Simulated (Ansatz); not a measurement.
Total energies of the cluster Cd2TeF2 (the lowest singlet isomer of a short search) from Ansatz at PBE0-D4/def2-TZVP, gas phase (1 Eh = 27.2114 eV = 2625.5 kJ/mol). The reference geometry is relaxed at r2SCAN-D4/def2-SVP.

Cartesian coordinates in Å:
```
Cd -0.507 1.206 -1.215
Cd 0.841 -1.060 1.165
Te 1.903 0.828 -0.289
F 0.057 -2.463 2.251
F -2.295 1.489 -1.912
```

```tsv
state	geometry	energy (Eh)
charge 0 singlet	reference	-803.26777
charge 1 doublet	reference	-802.93324
free Cd atom (singlet)	–	-167.77479
free Te atom (triplet)	–	-267.99464
free F atom (doublet)	–	-99.67617
```

In the def2 sets Cd, Te take a core potential; there is no spin–orbit coupling.

(1) Work out the vertical ionisation energy to the doublet.

(2) What is the binding energy per atom against free atoms?

(1) E(charge 1 doublet) − E(charge 0 singlet) = -802.93324 − (-803.26777) = 0.33453 Eh = 9.10 eV. For comparison, −ε of the highest occupied level is 7.24 eV at this level, 1.86 eV less.

(2) Atoms: 2 × (-167.77479) + 1 × (-267.99464) + 2 × (-99.67617) = -802.89656 Eh. Binding: -802.89656 − (-803.26777) = 0.37121 Eh = 10.10 eV, or 2.02 eV for each of 5 atoms (no zero-point energy, no counterpoise term).

The structure comes from a short search, and lower isomers may exist.
